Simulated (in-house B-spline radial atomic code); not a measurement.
# RPA and G0W0 on PBEsol: B II (B+)

Configuration [He] 2s2, mean-field start PBEsol. Computed with a B-spline radial code for spherical atoms: all electrons, scalar-relativistic (spin-free one-electron X2C), finite nucleus, each spin shell either full or empty, empty states to l = 9 with an (l + 1/2)⁻⁴ tail; G0W0 by contour deformation at full frequency.

Command:
```bash
python run_gw.py task.json out
```
Settings (radii: box in bohr, nucleus in fm):
```
Z                        5
electrons                4
configuration            [He] 2s2
hamiltonian              x2c
method                   pbesol
lmax                     9
rms_radius               2.406
spin_polarised           False
box_radius               23.78
intervals                73
ion_configuration        [He] 2s1
```

Run time, properties included: 1.9 s on 1 thread of Arm Neoverse V1, with other jobs on the host.

Energies (hartree):

```
                                     term      value
                         mean-field total  -24.16995
Hartree-Fock functional on these orbitals  -24.24187
                      direct second order   -0.28664
                    second-order exchange     0.1409
                         SOSEX correction     0.1018
```

**Question.** What is the RPA correlation energy, and what remains with SOSEX?

**Answer.** RPA gives -0.20723 hartree (-1.41 eV per electron); RPA + SOSEX gives -0.10543, and the second-order doubles -0.14574 hartree (no singles). SOSEX takes back 49 % of the RPA value.

Quasi-particle levels (eV):

| level | occupied | mean field | Σx - vxc | Σc | QP weight | G0W0 |
| --- | --- | --- | --- | --- | --- | --- |
| 2s | yes | -19.377 | -4.39 | ? | ? | ? |
| 2p | no | -13.247 | 6.33 | -1.82 | 0.902 | -8.733 |

G0W0 = mean field + (Σx - vxc) + Σc, with Σc (partial-wave tail included) taken at the quasi-particle energy. Levels of low weight are left out.

**Question.** Where does G0W0 put 2s?

**Answer.** At -25.037 eV, with Σc = -1.27 eV and a quasi-particle weight of 0.890. The tabulated removal energy is 25.155 eV (NIST, measured).

**Question.** What does it cost to remove one electron (to [He] 2s1) by differences of total energies, each species on its own start (correlation terms add to the Hartree-Fock functional)?

**Answer.** PBEsol 24.420 eV, Hartree-Fock functional 23.437 eV, + RPA 25.474 eV, + RPA + SOSEX 24.993 eV, + second order 26.002 eV. Tabulated: 25.155 eV (NIST, measured).
